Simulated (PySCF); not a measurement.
## NMR data sheet: aluminum triethanolate

| Quantity | Value |
| --- | --- |
| Formula | C6H15AlO3 |
| SMILES | CC[O][Al]([O]CC)[O]CC |
| Point group of the computed structure | C1 |
| Carbon signals | 2 |
| Proton signals | 2 |

Bonds (- single, = double, # triple, : aromatic): C1-C2, C2-O3, O3-Al4, Al4-O5, O5-C6, C6-C7, Al4-O8, O8-C9, C9-C10. C1 carries H11, H12, H13; C2 carries H14, H15; C6 carries H16, H17; C7 carries H18, H19, H20; C9 carries H21, H22; C10 carries H23, H24, H25.

- GIAO PBE0/pcSseg-1 shieldings
- PBE0-D3(BJ)/def2-SVP geometry
- code: PySCF 2.14
- non-relativistic, single conformer, equivalent nuclei averaged, no solvent

References, each an isolated molecule treated in the same way: TMS for 1H (σ = 31.27 ppm) and 13C (σ = 184.41 ppm); H2O for 17O (σ = 334.56 ppm); 27Al (σ = 489.28 ppm) vs AlH4-.

```tsv
carbon	δC, type	δH (multiplicity)	HMBC from (2–3 bonds)	span of the C tensor (ppm)
C1/C7/C10	22.7, CH3	1.21 (t)	H14/H15/H16/H17/H21/H22	44
C2/C6/C9	61.9, CH2	3.83 (q)	H11/H12/H13/H18/H19/H20/H23/H24/H25	73
```

Other nuclei:
```json
{"atoms": "O3/O5/O8", "nucleus": "17O", "environment": "oxygen bonded to C, Al", "δ (ppm)": "47.1", "σ (ppm)": "287.4"}
{"atoms": "Al4", "nucleus": "27Al", "environment": "aluminium bonded to 3 O", "δ (ppm)": "3.2", "σ (ppm)": "486.1"}
```

- δC 61.9: sp3 CH2 bonded to O; deshielded by the electronegative neighbour.
- δC 22.7: methyl carbon; saturated and bonded to C and H only.
- δH 3.83: hydrogen on an sp3 CH2 bonded to O; its carbon carries O, hence the downfield position.
- δH 1.21: hydrogen on a methyl carbon.

Shifts are as computed. Against solution values, carbons near 30 ppm lie about +2 ppm off and those near 130 ppm about +5 ppm. Of 1211 compounds with measured shifts, 218 miss one by over three times the rms of a fit or turn the order of signals round; such compounds aren't used in these exercises. Experimental scales use liquid or dissolved standards, which lie at an offset from isolated H2O (liquid H2O: subtract about 36 ppm). Multiplicities follow the n + 1 count of equivalent neighbours, as no J values were calculated; m marks all less simple cases, F and P coupling included.
